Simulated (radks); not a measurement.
Spherical quantum dot in the effective-mass picture: electrons in a parabolic well V = omega^2 r^2 / 2 with omega = 4.13, all in effective atomic units (hartree* = m*/eps^2 hartree, bohr* = eps/m* bohr), one dielectric constant everywhere. Method: non-relativistic Kohn-Sham, LDA (Slater exchange, Perdew-Wang correlation), spin-polarised, spherical densities; computed with a radial shooting solver with Libxc functionals. Levels are named by radial order and angular momentum (1s, 1p, 1d, 2s, ...), and open shells are averaged over m.

N = 19, configuration 1s2 1p6 1d10 2s(up 1, down 0). This is the lowest configuration that the search found. Occupied and some empty levels:

level    occupation  eigenvalue (hartree*)  <r> (bohr*)
1s up             1                 25.511       0.6888
1s down           1                 25.574       0.6940
1p up             3                 28.213       0.8906
1p down           3                 28.241       0.8913
1d up             5                 31.085        1.039
1d down           5                 31.109        1.038
2s up             1                 31.369       0.9348
2s down           0                 31.456       0.9361
1f up             0                 34.123        1.158
1f down           0                 34.150        1.158
2p up             0                 34.608        1.060
2p down           0                 34.656        1.063
1g up             0                 37.310        1.262
1g down           0                 37.339        1.261

Energy (hartree*): total 398.246, kinetic 84.773, external 161.32, Hartree 170.26, exchange-correlation -18.111.

Electron density:

r (bohr*)  n(r) (e/bohr*^3)
0.0901                2.892
0.190                 2.799
0.291                 2.708
0.391                 2.679
0.491                 2.725
0.592                 2.799
0.692                 2.814
0.792                 2.694
0.892                 2.407
0.993                 1.982
1.09                  1.492
1.19                  1.023
1.29                 0.6327
1.39                 0.3559
1.49                 0.1811
1.59                0.08337
1.70                0.03440
1.79                0.01295
1.90               0.004423
2.00               0.001351
